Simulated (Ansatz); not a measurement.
Species: C2H3BBr, net charge 0, doublet state. It need not be the lowest isomer of its formula. 
Geometry from a B3LYP-D3(BJ)/def2-TZVP (Ansatz, an electronic-structure program) optimisation:
SMILES: [B](C=C)Br
```xyz
7

C     -3.0484     0.3099    -0.3950
C     -1.7634     0.0364    -0.6564
B     -0.6838     0.2331     0.4013
Br     1.1708    -0.1076     0.1859
H     -3.3544     0.6788     0.5770
H     -3.8310     0.1766    -1.1340
H     -1.5023    -0.3324    -1.6477
```
Charge 0, spin multiplicity 2.

Basis-set convergence of Hartree-Fock and MP2 correlation energies (hartree) with Ansatz. Cores are frozen in the correlated levels unless marked. Open shells are spin-unrestricted. Spin-orbit coupling is left out. Frozen are the shells of the preceding noble gas and the d and f shells that filled before the atom's block. No relativistic terms.

```tsv
basis	functions	E(HF)	E(corr, MP2)
cc-pVDZ	84	-2674.52137	-0.42954
cc-pVTZ	175	-2674.62315	-0.54461
cc-pVQZ	323	-2674.63234	-0.58725
```

Extrapolating the two largest sets (X = 3 and 4) as X^-3: E(corr) = (64·(-0.58725) - 27·(-0.54461))/37 = -0.6184 Eh, an estimate of the basis-set limit. The largest set recovers 95.0 % of it, the smallest 69.5 %.
